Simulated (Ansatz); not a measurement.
GeH2O (SMILES [OH][GeH]) moved off its minimum; all values from Ansatz (an electronic-structure program), cores frozen in correlated methods.
(charge 0, multiplicity 1)
```xyz
4

Ge    -0.30484    -0.19932     0.14140
H     -1.42923    -0.01123    -0.96920
O      1.05282     0.69976    -0.66561
H      0.77968     0.97053    -1.60981
```

Forces at MP2/aug-cc-pVTZ (eV/Å):

| atom | Fx | Fy | Fz |
|---|---|---|---|
| Ge1 | 0.391 | 0.053 | 0.353 |
| H2 | -0.017 | 0.083 | -0.290 |
| O3 | -1.068 | 0.335 | -2.179 |
| H4 | 0.695 | -0.471 | 2.116 |

**Question.** Give the forces (eV/Å), the total energy and the dipole at CCSD(T)/aug-cc-pVTZ.

**Answer.** 
| atom | Fx | Fy | Fz |
|---|---|---|---|
| Ge1 | 0.485 | 0.041 | 0.432 |
| H2 | -0.100 | 0.099 | -0.369 |
| O3 | -1.112 | 0.345 | -2.232 |
| H4 | 0.726 | -0.484 | 2.168 |
Energy -2151.8419 hartree, dipole 1.48 D.

Doubts at one or more of the structures used: a restricted determinant that unrestricted orbitals would lower (CCSD(T)/aug-cc-pVTZ, MP2/aug-cc-pVTZ).
